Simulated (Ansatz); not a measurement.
C$_{3}$FGeN$_{3}$ (`N#[C][Ge]([F])([C]#N)[C]#N`), relaxed with RKS PBE0-D4/def2-TZVP in Ansatz from a PBE-D4/def2-SVP geometry. The force threshold is 0.005 eV/Å; the program also tests the step.

The species carries charge 0 and has multiplicity 1.

Start:

```xyz
8

N    -2.929    0.327    0.471
C    -1.767    0.179    0.427
Ge    0.125   -0.062    0.347
F     0.708   -0.349    1.957
C     0.974    1.509   -0.328
N     1.493    2.473   -0.748
C     0.564   -1.576   -0.730
N     0.831   -2.503   -1.396
```

| step | energy (eV) | largest force (eV/Å) | largest move (Å) |
| --- | --- | --- | --- |
| 1 | -66800.2025 | 2.289 | 0.000 |
| 2 | -66800.3089 | 0.403 | 0.031 |
| 3 | -66800.3123 | 0.088 | 0.009 |
| 4 | -66800.3125 | 0.007 | 0.006 |
| 5 | -66800.3125 | 0.006 | 0.001 |
| 6 | -66800.3125 | 0.001 | 0.001 |

End:

```xyz
8

N    -2.893    0.324    0.463
C    -1.753    0.177    0.427
Ge    0.125   -0.062    0.347
F     0.698   -0.344    1.928
C     0.968    1.498   -0.322
N     1.473    2.444   -0.740
C     0.561   -1.565   -0.722
N     0.820   -2.472   -1.381
```

Hardware: 4 threads of an Arm Neoverse V1 on a shared host. Wall time 52 s, peak host memory 0.88 GiB.
